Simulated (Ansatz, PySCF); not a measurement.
This Ansatz (a first-principles code) input computes a CCSD(T)/cc-pVDZ energy:

Ansatz 0.2 input:
```yaml
crystal:
  periodic: [false, false, false]
  atoms:
    - {symbol: O, position_ang: [1.14207638, -0.57711701, 0.03962065]}
    - {symbol: C, position_ang: [-0.16899708, 0.04002171, -0.00836365]}
    - {symbol: O, position_ang: [-0.13209157, 1.28601244, 0.06261514]}
    - {symbol: O, position_ang: [-1.09820330, -0.76284603, -0.11072653]}
    - {symbol: H, position_ang: [1.71973041, 0.19147453, 0.11810776]}
basis:
  gaussian:
    orbitals: cc-pVDZ
total_charge: -1
magnetization: {spin_polarized: false}
correlation: {method: ccsd_t, electrons: outside_noble_gas}
```

Q: Write an input for the same energy in PySCF and say what it gives.

A: 
```python
from pyscf import gto, scf, mp, cc as ccmod

mol = gto.M(
    atom='''
    O     1.14207638   -0.57711701    0.03962065
    C    -0.16899708    0.04002171   -0.00836365
    O    -0.13209157    1.28601244    0.06261514
    O    -1.09820330   -0.76284603   -0.11072653
    H     1.71973041    0.19147453    0.11810776
    ''',
    basis='cc-pvdz',
    charge=-1,
    spin=0,
    verbose=4,
)

mf = scf.RHF(mol)
mf.conv_tol = 1e-10
mf.max_cycle = 100
mf.kernel()
mp2 = mp.MP2(mf, frozen=4).run()
cc = ccmod.CCSD(mf, frozen=4)
cc.max_cycle = 100
cc.kernel()
et = cc.ccsd_t()
print(f'E(CCSD(T)) = {cc.e_tot + et:.9f}')
```
It gives -263.80389 Eh, and Ansatz -263.80388 Eh, a difference of 0.01 mEh.

It need not be the lowest isomer of its formula.
